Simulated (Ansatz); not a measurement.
C$_{2}$H$_{3}$ClOZn (`Cl[CH]1C[O][Zn]1`). The species carries charge 0 and has multiplicity 1.

```json
{"atom": "Cl1", "x (Å)": "0.7868", "y (Å)": "-1.1669", "z (Å)": "1.7806"}
{"atom": "C2", "x (Å)": "-0.2403", "y (Å)": "-0.1837", "z (Å)": "0.7660"}
{"atom": "C3", "x (Å)": "0.3756", "y (Å)": "0.3064", "z (Å)": "-0.5727"}
{"atom": "O4", "x (Å)": "-0.5523", "y (Å)": "0.2215", "z (Å)": "-1.6192"}
{"atom": "Zn5", "x (Å)": "-1.6523", "y (Å)": "-0.8648", "z (Å)": "-0.5384"}
{"atom": "H6", "x (Å)": "-0.6627", "y (Å)": "0.6115", "z (Å)": "1.3782"}
{"atom": "H7", "x (Å)": "1.2806", "y (Å)": "-0.2841", "z (Å)": "-0.7663"}
{"atom": "H8", "x (Å)": "0.6646", "y (Å)": "1.3602", "z (Å)": "-0.4282"}
```

(1) What are the harmonic wavenumbers in cm⁻¹ at PBE0-D4/def2-TZVP (Ansatz, finite differences of forces, unscaled)? (Estimate.)

(2) Is this a minimum?

(3) Give the ideal-gas thermochemistry at 298.15 K and 1 bar (rigid rotor, harmonic oscillator; point group C1, symmetry number 1).

Results:

(1) Ansatz gave: 103, 187, 314, 374, 446, 588, 808, 896, 945, 1035, 1063, 1206, 1257, 1325, 1484, 2968, 3030, 3134.

(2) Yes, all 18 modes are real.

(3) Zero-point energy 126.6 kJ/mol; H(298) − E = 143.8 kJ/mol; entropy 328.8 J/(mol·K), of which translation 170.8, rotation 115.9, vibration 42.1; G(298) − E = 45.7 kJ/mol.
